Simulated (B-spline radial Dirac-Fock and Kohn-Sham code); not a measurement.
## Xe³³⁺: eigenvalues, ΔSCF and the reference

System: the Xe³³⁺ ion, configuration [Ar] 3d3.

The density-functional columns are spherical, spin-unpolarised Dirac-Kohn-Sham results without Breit or QED terms: −ε is minus the orbital energy of the initial state and ΔSCF the difference of two total energies. The reference in the last column comes from multi-electron Dirac-Fock with separately optimised hole states, Breit and Lamb-shift corrections added in first order. All numbers are from a radial B-spline solver, in eV; a selection of levels is shown. The Kohn-Sham columns are given as differences from the reference. For the 1s level of heavy atoms much of the gap between ΔSCF and the reference is the Breit and QED part, -124.6 eV here; for other levels the error of the functional can be larger.

| level | LDA −ε − DF | LDA ΔSCF − DF | Dirac-Fock |
| --- | --- | --- | --- |
| 1s | -287.8 | +113.9 | 36214.6 |
| 2s | -137.8 | -43.9 | 7059.2 |
| 2p1/2 | -106.7 | +5.3 | 6720.8 |
| 2p3/2 | -109.6 | -3.8 | 6395.6 |
| 3s | -61.6 | -21.7 | 2513.4 |
| 3p1/2 | -42.3 | -0.6 | 2375.3 |
| 3p3/2 | -42.8 | -2.4 | 2301.4 |
| 3d | -44.0 | +1.7 | 2103.0 |

Values without a named source are computed, but for edge energies of neutral atoms, which are taken from tables.
